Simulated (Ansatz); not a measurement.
`C=C[Si](N)(O)F` and `BS[Si](N)(O)F` differ in one atom or group.

Ansatz, PBE0-D4/def2-TZVP geometries, multiplicity 1. Each molecule was computed in one conformer, which needn't be the lowest.

| property | `C=C[Si](N)(O)F` |
| --- | --- |
| LUMO energy (ωB97M-V/def2-TZVPP) / eV | 1.50 |
| LUMO energy (B3LYP/def2-TZVPP) / eV | -0.84 |
| HOMO–LUMO gap (B3LYP/def2-TZVPP) / eV | 6.88 |
| LUMO energy (PBE0/def2-TZVPP) / eV | -0.62 |
| HOMO–LUMO gap (ωB97M-V/def2-TZVPP) / eV | 11.86 |
| zero-point energy (PBE0-D4/def2-TZVP) / kJ/mol | 228.5 |

Task: What does the change do to each property? (Estimate.)

Result: The calculation gave: 
```json
{"property": "LUMO energy (ωB97M-V/def2-TZVPP) / eV", "`BS[Si](N)(O)F`": "0.35", "shift": "-1.15"}
{"property": "LUMO energy (B3LYP/def2-TZVPP) / eV", "`BS[Si](N)(O)F`": "-1.78", "shift": "-0.94"}
{"property": "HOMO–LUMO gap (B3LYP/def2-TZVPP) / eV", "`BS[Si](N)(O)F`": "6.03", "shift": "-0.85"}
{"property": "LUMO energy (PBE0/def2-TZVPP) / eV", "`BS[Si](N)(O)F`": "-1.59", "shift": "-0.97"}
{"property": "HOMO–LUMO gap (ωB97M-V/def2-TZVPP) / eV", "`BS[Si](N)(O)F`": "10.68", "shift": "-1.18"}
{"property": "zero-point energy (PBE0-D4/def2-TZVP) / kJ/mol", "`BS[Si](N)(O)F`": "177.0", "shift": "-51.5"}
```

With PBE0 the HOMO falls by 0.07 eV and the LUMO falls by 0.97 eV, so the gap narrows by about 0.90 eV. PBE moves the HOMO by -0.16 eV and ωB97M-V by 0.03 eV. The zero-point energy changes by -51.5 kJ/mol with -3 modes.

B3LYP here is the variant with VWN-RPA as its local correlation; programs differ in this.
